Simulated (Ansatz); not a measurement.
## A relaxation, step by step

AlSiN2H9, closed shell, PBE0-D4/def2-TZVP (Ansatz 0.2.0). Settings:

```yaml
hamiltonian: {xc: pbe0, dispersion: d4}
relax: {f_tol: 0.005, max_steps: 200}
```

Start, a step off a saddle point along its unstable mode:

Al1  (0.599, 0.375, 0.607)
H2  (1.426, -0.928, 0.978)
N3  (1.112, 1.532, -0.678)
N4  (-0.494, 0.798, 1.967)
H5  (0.397, -1.250, -0.041)
Si6  (-0.763, -1.380, -1.105)
H7  (1.033, 1.445, -1.670)
H8  (1.796, 2.230, -0.446)
H9  (-0.475, 0.248, 2.808)
H10  (-1.231, 1.476, 1.985)
H11  (-1.632, -0.231, -1.597)
H12  (-0.094, -1.946, -2.307)
H13  (-1.676, -2.369, -0.502)
(Å)

```
step  energy less the last (meV)  largest force component (eV/Å)
   1                      1093.2                           0.864
   2                       658.5                           0.819
   3                       437.4                           0.804
   4                       347.6                           0.557
   5                       288.2                           0.423
   6                       249.4                           0.288
   7                       229.5                           0.839
   8                       198.3                           0.951
   9                       124.1                           0.401
  10                        82.7                           0.274
  11                        55.4                           0.277
  12                        31.4                           0.121
  13                        25.2                           0.043
  14                        23.8                           0.458
  15                        13.8                           0.055
  16                         9.0                           0.081
  17                         6.5                           0.157
  18                         3.5                           0.106
  19                         1.3                           0.015
  20                         0.7                           0.027
  21                         0.4                           0.022
  22                         0.3                           0.014
  23                         0.1                           0.009
  24                         0.0                           0.009
  25                         0.0                           0.012
  26                         0.0                           0.008
  27                         0.0                           0.001
```

Step 24, positions (Å) and forces (eV/Å):

```csv
atom,x,y,z,Fx,Fy,Fz
Al1,1.072,0.461,0.819,0.009,-0.002,0.000
H2,2.160,-0.556,1.347,-0.002,0.000,-0.002
N3,1.492,1.676,-0.397,-0.001,0.005,-0.002
N4,-0.557,0.473,1.531,-0.004,0.002,-0.004
H5,0.376,-1.332,-0.727,-0.001,0.001,0.000
Si6,-1.078,-1.429,-1.051,-0.008,0.007,0.007
H7,2.398,1.746,-0.830,0.003,-0.004,0.001
H8,0.875,2.374,-0.776,-0.002,0.001,-0.001
H9,-0.837,-0.125,2.290,-0.002,-0.002,0.005
H10,-1.277,1.150,1.343,-0.002,-0.001,0.001
H11,-1.622,-0.083,-1.348,0.004,-0.009,0.004
H12,-1.197,-2.277,-2.268,0.001,-0.002,-0.002
H13,-1.804,-2.078,0.066,0.006,0.005,-0.007
```

Last step (27):

```json
{"atom": "Al1", "x (Å)": "1.0690", "y (Å)": "0.4594", "z (Å)": "0.8166"}
{"atom": "H2", "x (Å)": "2.1514", "y (Å)": "-0.5637", "z (Å)": "1.3431"}
{"atom": "N3", "x (Å)": "1.4982", "y (Å)": "1.6778", "z (Å)": "-0.3936"}
{"atom": "N4", "x (Å)": "-0.5612", "y (Å)": "0.4744", "z (Å)": "1.5258"}
{"atom": "H5", "x (Å)": "0.3772", "y (Å)": "-1.3145", "z (Å)": "-0.7393"}
{"atom": "Si6", "x (Å)": "-1.0786", "y (Å)": "-1.4292", "z (Å)": "-1.0483"}
{"atom": "H7", "x (Å)": "2.4045", "y (Å)": "1.7397", "z (Å)": "-0.8270"}
{"atom": "H8", "x (Å)": "0.8859", "y (Å)": "2.3812", "z (Å)": "-0.7719"}
{"atom": "H9", "x (Å)": "-0.8417", "y (Å)": "-0.1213", "z (Å)": "2.2876"}
{"atom": "H10", "x (Å)": "-1.2808", "y (Å)": "1.1526", "z (Å)": "1.3370"}
{"atom": "H11", "x (Å)": "-1.6420", "y (Å)": "-0.0905", "z (Å)": "-1.3390"}
{"atom": "H12", "x (Å)": "-1.1972", "y (Å)": "-2.2782", "z (Å)": "-2.2656"}
{"atom": "H13", "x (Å)": "-1.7844", "y (Å)": "-2.0879", "z (Å)": "0.0746"}
```

The run took about 2.9 min on 4 CPU threads of an AMD EPYC (shared host).
